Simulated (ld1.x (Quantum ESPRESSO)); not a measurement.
**Which change was made? (Er, RRKJ)**

Er, norm-conserving RRKJ (Kleinman–Bylander form), made with ld1.x (Quantum ESPRESSO) 7.5 (PBEsol, fully relativistic). Core [Kr] 4d10, reference 4f12 5s2 5p6 5d0 6s0.5 6p0 (charge +1.5). Waves: 5s (bound): rc 2.15 bohr; 5p (bound): rc 2.40 bohr; 5d (bound, empty): rc 1.95 bohr; 4f (bound): rc 0.65 bohr. Local part: all-electron potential smoothed inside 1.25 bohr (lloc = -2). Core correction: none.

Open shells are filled in proportion to 2j + 1 (rel_dist='average').

Occupied shells without a wave of their own: 6s. They enter only through the test configuration that unscreens the potential.

Cutoffs, loose and tight: the cutoffs (Ry, on a coarse ladder) from which the occupation-weighted sum of valence levels, in a spherical-Bessel basis at the reference potential, stays within 10 and 1 mRy of its value at 400 Ry. They do not see the model core or the augmentation charge, which bear on the density cutoff. Test errors are all-electron minus pseudo excitation energies from the reference, over the configurations 4f12 5s2 5p6 5d0 6s2 6p0; 4f12 5s2 5p6 5d0 6s1 6p0; 4f12 5s2 5p6 5d0 6s0 6p0; 4f12 5s2 5p6 5d0 6s1 6p1; 4f12 5s2 5p6 5d0 6s0 6p1; 4f11 5s2 5p6 5d0 6s0 6p0; 4f11 5s2 5p6 5d1 6s2 6p0; variants that change the core or the reference have their own tests.

The base gives: outcome: generated, misses its reference levels by 1.73 eV; bound ghosts: not determined; largest test error (meV): +2760.

(1) After one change the result is: outcome: generated, misses its reference levels by 0.91 eV; bound ghosts: not determined; largest test error (meV): +1438. Which change was it?
A. local potential all-electron potential smoothed inside 2.18 bohr (lloc = -2)
B. scalar-relativistic
C. all radii scaled by about 1.05 (s 2.26, p 2.52, d 2.06, f 0.68 bohr); local potential all-electron potential smoothed inside 1.32 bohr (lloc = -2)
D. wave 5s (bound): rc 2.15 bohr becomes 5s (bound): rc 1.96 bohr
E. reference 4f11 5s2 5p6 5d1 6s2 6p0

## Answers

(1) D. The others give: all radii scaled by about 1.05 (s 2.26, p 2.52, d 2.06, f 0.68 bohr); local potential all-electron potential smoothed inside 1.32 bohr (lloc = -2) → outcome: generated, misses its reference levels by 1.75 eV; bound ghosts: none; largest test error (meV): +2720 | scalar-relativistic → outcome: generated, misses its reference levels by 1.74 eV; bound ghosts: not determined; largest test error (meV): +2812 | local potential all-electron potential smoothed inside 2.18 bohr (lloc = -2) → outcome: generated, misses its reference levels by 0.59 eV; bound ghosts: not determined; largest test error (meV): -880 | reference 4f11 5s2 5p6 5d1 6s2 6p0 → outcome: failed: run_pseudo: Errors in PS-KS equation.
